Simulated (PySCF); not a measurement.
**How the method changes the constants of LiI**

State: ¹Σ⁺ (singlet), closed shell. Set-up: PySCF, scalar-relativistic core potentials, basis sets Li aug-cc-pVDZ, I aug-cc-pVDZ-PP with ECP28. De refers to Li + I in their high-spin ground configurations, without counterpoise correction. A positive dipole means Li(−)I(+).

| Level | Re (Å) | ωe (cm⁻¹) | De (eV) | μ (D) |
| --- | --- | --- | --- | --- |
| RHF | 2.442 | 482 | 2.83 | -7.84 |
| RHF-MP2 | 2.427 | 470 | 3.70 | n/a |
| RHF-SCS-MP2 | 2.423 | 469 | 3.62 | n/a |
| RHF-CCSD | 2.425 | 467 | 3.60 | n/a |
| RHF-CCSD(T) | 2.427 | 466 | 3.65 | n/a |
| PBE | 2.424 | 478 | 3.68 | -7.11 |
| BLYP | 2.430 | 473 | 3.61 | -7.12 |
| r²SCAN | 2.428 | 481 | 3.80 | -7.42 |
| PBE0 | 2.417 | 487 | 3.69 | -7.30 |
| BHandHLYP | 2.410 | 493 | 3.65 | -7.43 |
| B2PLYP | 2.419 | 482 | 3.71 | -7.48 |

Question: Which functional lies closest to RHF-CCSD(T) in De, which farthest, and by how much do they differ from it?

Answer: Closest is BHandHLYP (-1.7 pm in Re, +5.8 % in ωe, +0.00 eV in De against RHF-CCSD(T) in the same basis), farthest r²SCAN (+0.1 pm in Re, +3.2 % in ωe, +0.15 eV in De). CCSD(T) converges more slowly with the basis than the functionals do and binds too weakly in this one, so the order can change at the basis-set limit.

Question: What does the step from GGA to meta-GGA do here, going from PBE to r²SCAN?

Answer: r²SCAN less PBE: +0.4 pm in Re, +0.6 % in ωe, +0.12 eV in De. 

Question: What does second-order correlation do here, going from RHF to RHF-MP2?

Answer: RHF-MP2 less RHF: -1.5 pm in Re, -2.5 % in ωe, +0.87 eV in De. Correlation nearly always deepens the well. The bond shortens, as in weak, metallic or heavy-atom bonds, where dispersion and the correlation of outer-core electrons pull the atoms together.

Measured (Huber and Herzberg, Constants of Diatomic Molecules (1979)): Re = 2.391924 Å, ωe = 498.16 cm⁻¹.

Correlated steps freeze 4 core orbitals. Correlated levels converge slowly with the basis: in double zeta they bind strong bonds too weakly, by up to about 1 eV, and carry superposition errors of some tenths. Spin–orbit coupling is left out, which matters for elements this heavy, above all for dissociation energies. Where the molecule has an RHF reference, its open-shell atoms are computed with UHF. B2PLYP dipoles, levels and charges come from its SCF part alone.
